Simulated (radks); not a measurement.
Values are calculated unless marked as measured or tabulated.
Question: The caesium ion Cs9+ is in [Kr] 4d10. Code: a radial shooting solver on a logarithmic mesh with Libxc functionals. Model: Dirac Kohn-Sham, BLYP, spin-unpolarised, spherical densities, finite nucleus; Fermi nuclear charge, rms radius of each element as measured or else 0.836 A^(1/3) + 0.57 fm. Sub-shells are occupied by j as written (lower j first in brackets). One electron is removed from 4d5/2, 4p3/2, 4d3/2, 4p1/2 in turn, with full relaxation. Which removal costs least, and what does each cost?

Answer: 4d5/2 209.45 eV; 4d3/2 211.96 eV; 4p3/2 294.69 eV; 4p1/2 309.11 eV. The 4d5/2 electron leaves first.
